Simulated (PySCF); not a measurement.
Members of one series of related molecules.

All values: B3LYP/def2-SVPD (PySCF) at PBE0-D3(BJ)/def2-SVP geometries, gas phase, one conformer each. Core orbitals are frozen in the response; Δα² is half the sum of the squared differences of the principal polarisabilities. Atoms past krypton carry effective core potentials. The calculation is non-relativistic apart from the core potentials, for germanium and bromine too.

Question: Rank by HOMO energy, lowest first.
A. `[GeH2]`
B. `[F][Ge][F]`
C. `[Br][Ge][Br]`
D. `[I][Ge][I]`
E. `[Ge]([Cl])[Cl]`

Answer: B (-8.97 eV), E (-8.09 eV), C (-7.70 eV), D (-7.14 eV), A (-6.74 eV).

Question: Rank by HOMO–LUMO gap, highest first.
A. `[GeH2]`
B. `[F][Ge][F]`
C. `[Br][Ge][Br]`
D. `[I][Ge][I]`
E. `[Cl][Ge][Cl]`
F. `[NH2][Ge][NH2]`

Answer: B (5.98 eV), F (5.82 eV), E (4.68 eV), C (4.21 eV), D (3.58 eV), A (3.43 eV).

Question: Rank by dipole moment, lowest first.
A. `[Br][Ge][Br]`
B. `[Cl][Ge][Cl]`
C. `[F][Ge][F]`
D. `[GeH2]`
E. `[Ge]([NH2])[NH2]`

Answer: D (0.25 D), E (1.39 D), A (1.87 D), B (2.15 D), C (2.68 D).

All values together:

```tsv
SMILES	change	formula	μ (D)	HOMO (eV)	LUMO (eV)	α (Å³)	Δα (Å³)	electrons	α per electron (Å³)	ΔSCF removal energy (eV)
[Cl][Ge][Cl]	parent	GeCl2	2.15	-8.09	-3.41	9.07	4.10	66	0.137	–
[F][Ge][F]	ligand (both): Cl to F	GeF2	2.68	-8.97	-2.99	4.39	0.69	50	0.088	11.89
[I][Ge][I]	ligand (both): Cl to I	GeI2	1.43	-7.14	-3.56	16.66	10.35	138	0.121	9.16
[NH2][Ge][NH2]	ligand (both): Cl to NH2	GeH4N2	1.39	-6.72	-0.90	7.76	2.63	50	0.155	–
[H][Ge][H]	ligand (both): Cl to H	GeH2	0.25	-6.74	-3.31	5.53	1.70	34	0.163	9.54
[Br][Ge][Br]	ligand (both): Cl to Br	GeBr2	1.87	-7.70	-3.48	11.78	6.19	102	0.115	9.91
```

Conformers: `[NH2][Ge][NH2]`.

A dash marks a removal energy that wasn't run or isn't settled.

Give the shifts from the parent, `[Cl][Ge][Cl]`.

```csv
SMILES,change in μ (D),change in HOMO (eV),change in LUMO (eV),change in mean α (Å³)
[F][Ge][F],+0.53,-0.88,+0.42,-4.68
[I][Ge][I],-0.72,+0.95,-0.15,+7.59
[NH2][Ge][NH2],-0.76,+1.37,+2.51,-1.31
[H][Ge][H],-1.90,+1.35,+0.10,-3.54
[Br][Ge][Br],-0.28,+0.39,-0.07,+2.71
```

How closely does the mean polarisability follow the number of electrons in this set?

The correlation coefficient is 0.96; α per electron runs from 0.088 to 0.163 Å³.
